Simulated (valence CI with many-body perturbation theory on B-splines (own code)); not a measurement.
Values are calculated unless marked as measured or tabulated.
# Level structure of Tl LXVIII

Level of theory: relativistic CI+MBPT: four valence electrons over a frozen Dirac-Fock core [Ne], a basis of 9 s, 9 p, 8 d, 6 f, 3 g, 1 h functions for each j, with the one-electron correlation potential Σ1, the two-electron term Σ2, the three-electron term Σ3, Breit, model QED; selected CI, second order for the rest, scaled by the run's own slope (own B-spline code, finite nucleus).

No measured spectrum was set against this ion. As an estimate, large intervals hold to a few tenths of a per cent, small ones and those within an open d or f shell to about a per cent.

Levels 1 to 41 of 41, with energies above the lowest level, (3s^2 3p1/2^2) J=0. "Leading %" is the weight of the configuration and term that name the level; weights of strongly mixed levels are sums over their largest components and can fall short. In the jj column 3d3/2^4 stands for four electrons in 3d with j = 3/2.

| No. | Configuration | Term | J | E (Ry) | Leading % | Leading jj | g |
| --- | --- | --- | --- | --- | --- | --- | --- |
| 1 | 3s2.3p2 | 3P | 0 | 0.00 | 68 | 3s^2 3p1/2^2 (100 %) |  |
| 2 | 3s2.3p2 | 3P | 1 | 39.89 | 100 | 3s^2 3p1/2 3p3/2 (100 %) | 1.486 |
| 3 | 3s2.3p2 | 1D | 2 | 40.65 | 65 | 3s^2 3p1/2 3p3/2 (100 %) | 1.156 |
| 4 | 3s.3p3 | 3P° | 2 | 54.32 | 47 | 3s 3p1/2^2 3p3/2 (97 %) | 1.507 |
| 5 | 3s.3p3 | 3D° | 1 | 56.49 | 26 | 3s 3p1/2^2 3p3/2 (80 %) | 1.048 |
| 6 | 3s2.3p.3d | 3F° | 2 | 58.03 | 74 | 3s^2 3p1/2 3d3/2 (99 %) | 0.751 |
| 7 | 3s2.3p.3d | 3D° | 1 | 61.81 | 42 | 3s^2 3p1/2 3d3/2 (80 %) | 0.885 |
| 8 | 3s2.3p.3d | 3P° | 2 | 68.76 | 46 | 3s^2 3p1/2 3d5/2 (98 %) | 1.279 |
| 9 | 3s2.3p.3d | 3F° | 3 | 68.89 | 49 | 3s^2 3p1/2 3d5/2 (99 %) | 1.099 |
| 10 | 3s.3p2.3d | 3D | 1 | 72.82 | 46 | 3s 3p1/2^2 3d3/2 (99 %) | 0.450 |
| 11 | 3s.3p2.3d | 3D | 2 | 73.44 | 30 | 3s 3p1/2^2 3d3/2 (99 %) | 1.113 |
| 12 | 3s2.3p2 | 3P | 2 | 81.14 | 64 | 3s^2 3p3/2^2 (99 %) | 1.311 |
| 13 | 3s2.3p2 | 1S | 0 | 82.81 | 67 | 3s^2 3p3/2^2 (98 %) |  |
| 14 | 3s.3p2.3d | 3D | 3 | 83.15 | 36 | 3s 3p1/2^2 3d5/2 (99 %) | 1.335 |
| 15 | 3s.3p2.3d | 3F | 2 | 84.31 | 26 | 3s 3p1/2^2 3d5/2 (98 %) | 1.029 |
| 16 | 3s.3p3 | 3D° | 2 | 93.37 | 49 | 3s 3p1/2 3p3/2^2 (96 %) | 1.527 |
| 17 | 3s.3p3 | 3D° | 3 | 94.95 | 95 | 3s 3p1/2 3p3/2^2 (95 %) | 1.308 |
| 18 | 3s.3p3 | 3P° | 0 | 95.83 | 84 | 3s 3p1/2 3p3/2^2 (84 %) |  |
| 19 | 3s.3p3 | 1D° | 2 | 97.01 | 53 | 3s 3p1/2 3p3/2^2 (69 %) | 1.085 |
| 20 | 3s.3p3 | 3P° | 1 | 97.10 | 31 | 3s 3p1/2 3p3/2^2 (80 %) | 1.264 |
| 21 | 3s.3p3 | 3S° | 1 | 98.07 | 30 | 3s 3p1/2 3p3/2^2 (98 %) | 1.331 |
| 22 | 3s2.3p.3d | 3F° | 3 | 101.00 | 47 | 3s^2 3p3/2 3d3/2 (95 %) | 1.073 |
| 23 | 3s2.3p.3d | 3P° | 1 | 101.53 | 44 | 3s^2 3p3/2 3d3/2 (80 %) | 1.114 |
| 24 | 3s2.3p.3d | 3D° | 2 | 101.53 | 37 | 3s^2 3p3/2 3d3/2 (66 %) | 1.055 |
| 25 | 3s2.3p.3d | 3P° | 0 | 101.61 | 84 | 3s^2 3p3/2 3d3/2 (84 %) |  |
| 26 | 3s2.3p.3d | 3F° | 4 | 108.11 | 99 | 3s^2 3p3/2 3d5/2 (99 %) | 1.234 |
| 27 | 3s2.3p.3d | 3P° | 2 | 108.96 | 43 | 3s^2 3p3/2 3d5/2 (97 %) | 1.218 |
| 28 | 3s.3p2.3d | 5F | 2 | 110.35 | 28 | 3s 3p1/2 3p3/2 3d3/2 (75 %) | 1.144 |
| 29 | 3s2.3p.3d | 3D° | 3 | 110.72 | 64 | 3s^2 3p3/2 3d5/2 (96 %) | 1.203 |
| 30 | 3s.3p2.3d | 5D | 0 | 110.86 | 76 | 3s 3p1/2 3p3/2 3d3/2 (95 %) |  |
| 31 | 3s.3p2.3d | 5D | 1 | 111.06 | 50 | 3s 3p1/2 3p3/2 3d3/2 (100 %) | 1.117 |
| 32 | 3s.3p2.3d | 5F | 3 | 111.53 | 42 | 3s 3p1/2 3p3/2 3d3/2 (98 %) | 1.120 |
| 33 | 3s2.3p.3d | 1P° | 1 | 111.60 | 62 | 3s^2 3p3/2 3d5/2 (97 %) | 1.070 |
| 34 | 3p4 | 3P | 2 | 112.15 | 33 | 3p1/2^2 3p3/2^2 (50 %) | 1.203 |
| 35 | 3s.3p2.3d | 3G | 4 | 112.97 | 32 | 3s 3p1/2 3p3/2 3d3/2 (97 %) | 1.144 |
| 36 | 3p4 | 1S | 0 | 113.29 | 44 | 3p1/2^2 3p3/2^2 (69 %) |  |
| 37 | 3s.3p2.3d | 3F | 2 | 114.09 | 55 | 3s 3p1/2 3p3/2 3d3/2 (87 %) | 0.908 |
| 38 | 3s.3p2.3d | 3D | 3 | 114.69 | 33 | 3s 3p1/2 3p3/2 3d3/2 (96 %) | 1.231 |
| 39 | 3s.3p2.3d | 3P | 1 | 115.06 | 30 | 3s 3p1/2 3p3/2 3d3/2 (98 %) | 1.649 |
| 40 | 3s.3p2.3d | 3D | 2 | 115.33 | 24 | 3s 3p1/2 3p3/2 3d3/2 (84 %) | 1.345 |
| 41 | 3s.3p2.3d | 3G | 3 | 115.40 | 42 | 3s 3p1/2 3p3/2 3d3/2 (98 %) | 0.960 |

The ionisation energy to 3s2.3p 2P°_1/2 of the next ion comes out as 8261.3 eV (NIST: 8260 ± 40 eV (theoretical)). All 41 levels together are meant to be complete up to 115.51 Ry.
